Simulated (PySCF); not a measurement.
Species: cis-Ti(PH3)2Cl4 (singlet state).
Bonds: Ti1–P2, Ti1–Cl6, Ti1–P7, Ti1–Cl11, Ti1–Cl12, Ti1–Cl13. Hydrogens: H3, H4, H5 on P2; H8, H9, H10 on P7.

Method: PySCF 2.14.0, PBE0-D3(BJ)/def2-SVP geometry optimisation, gas phase; density fitting, grid level 1; the optimiser is geomeTRIC in internal coordinates, started from a GFN2-xTB structure with every atom displaced at random (about 0.03 Å).

The end geometry, which sets the zero of energy:
```
atom  x, y, z in Å
Ti1    -0.9045   -0.0085   -0.9298
P2     -0.8039    0.3798    1.6681
H3      0.4156    0.2481    2.3850
H4     -1.6135   -0.4639    2.4670
H5     -1.2012    1.6498    2.1553
Cl6    -0.5563   -0.4024   -3.0705
P7      1.6902   -0.3826   -0.7628
H8      2.1980   -1.6490   -1.1450
H9      2.3677   -0.2459    0.4784
H10     2.5095    0.4667   -1.5464
Cl11   -3.0544    0.3695   -0.6256
Cl12   -0.1625    2.1452   -0.8790
Cl13   -0.8541   -2.1589   -0.1726
```

Problem. These geometries come from the run, each turned onto the end geometry. Order them by energy, lowest first.
A.
```
atom  x, y, z in Å
Ti1    -0.9525   -0.0071   -0.9867
P2     -0.7471    0.2887    1.6736
H3      0.3385   -0.4231    2.2905
H4     -1.8433   -0.3182    2.3793
H5     -0.6228    1.5274    2.3737
Cl6    -0.6999   -0.4563   -3.1350
P7      1.6832   -0.3206   -0.6751
H8      2.3753   -1.5614   -0.5072
H9      2.2759    0.4263    0.3724
H10     2.3898    0.2379   -1.7835
Cl11   -3.0652    0.5096   -0.7694
Cl12   -0.2507    2.1830   -1.0220
Cl13   -0.8506   -2.1384   -0.1885
```
B.
```
atom  x, y, z in Å
Ti1    -0.9298   -0.0255   -0.9534
P2     -0.7780    0.2975    1.6732
H3      0.2741   -0.3453    2.3806
H4     -1.8765   -0.2653    2.3709
H5     -0.7153    1.5749    2.2923
Cl6    -0.5941   -0.4666   -3.0824
P7      1.6969   -0.3035   -0.7346
H8      2.3601   -1.5577   -0.6396
H9      2.3614    0.3828    0.3144
H10     2.3913    0.2637   -1.8312
Cl11   -3.0559    0.4443   -0.6750
Cl12   -0.1701    2.1270   -0.8788
Cl13   -0.9334   -2.1784   -0.2142
```
C.
```
atom  x, y, z in Å
Ti1    -0.9033   -0.0021   -0.9436
P2     -0.7915    0.3515    1.6576
H3      0.4070    0.1127    2.3845
H4     -1.6668   -0.4625    2.4164
H5     -1.1039    1.6292    2.1867
Cl6    -0.5397   -0.4230   -3.0781
P7      1.6800   -0.3508   -0.7418
H8      2.1927   -1.6492   -0.9884
H9      2.3768   -0.0670    0.4627
H10     2.4702    0.4134   -1.6342
Cl11   -3.0470    0.3990   -0.5881
Cl12   -0.1604    2.1520   -0.9136
Cl13   -0.8835   -2.1553   -0.1979
```
D.
```
atom  x, y, z in Å
Ti1    -0.9220   -0.0070   -0.9489
P2     -0.7652    0.2923    1.6547
H3      0.3428   -0.2036    2.3910
H4     -1.8003   -0.3467    2.3755
H5     -0.8331    1.5924    2.2181
Cl6    -0.5569   -0.4244   -3.0816
P7      1.6755   -0.3015   -0.7223
H8      2.2555   -1.5961   -0.7347
H9      2.3774    0.2425    0.3860
H10     2.4150    0.3111   -1.7615
Cl11   -3.0628    0.4034   -0.6287
Cl12   -0.1700    2.1453   -0.9248
Cl13   -0.9251   -2.1596   -0.2008
```
E.
```
atom  x, y, z in Å
Ti1    -0.9034   -0.0018   -0.9407
P2     -0.7961    0.3670    1.6606
H3      0.4166    0.1855    2.3799
H4     -1.6297   -0.4821    2.4294
H5     -1.1665    1.6309    2.1846
Cl6    -0.5475   -0.4239   -3.0749
P7      1.6837   -0.3663   -0.7490
H8      2.1935   -1.6534   -1.0529
H9      2.3692   -0.1444    0.4749
H10     2.4870    0.4362   -1.5956
Cl11   -3.0473    0.4028   -0.5951
Cl12   -0.1569    2.1511   -0.9099
Cl13   -0.8721   -2.1539   -0.1892
```

Solution. E (0.003 eV), C (0.006 eV), D (0.020 eV), B (0.039 eV), A (0.134 eV).

In the order of the answer:

| step | E above end (eV) | largest force (eV/Å) | rms force component (eV/Å) | rms distance from end (Å) | rms bond change (Å) | bond most changed (Å) |
| --- | --- | --- | --- | --- | --- | --- |
| 14 | 0.003 | 0.06 | 0.017 | 0.053 | 0.003 | Ti1–P7 -0.007 |
| 13 | 0.006 | 0.08 | 0.023 | 0.093 | 0.004 | Ti1–P7 -0.012 |
| 11 | 0.020 | 0.07 | 0.020 | 0.269 | 0.002 | Ti1–P2 -0.003 |
| 7 | 0.039 | 0.16 | 0.050 | 0.355 | 0.010 | Ti1–P7 +0.023 |
| 3 | 0.134 | 0.50 | 0.207 | 0.403 | 0.025 | Ti1–P2 +0.056 |

The cost below is that of the whole optimisation. The run took 8.0 min of wall time on an Arm Neoverse V1 with one thread (shared host), and the process peaked at 0.84 GiB of memory.
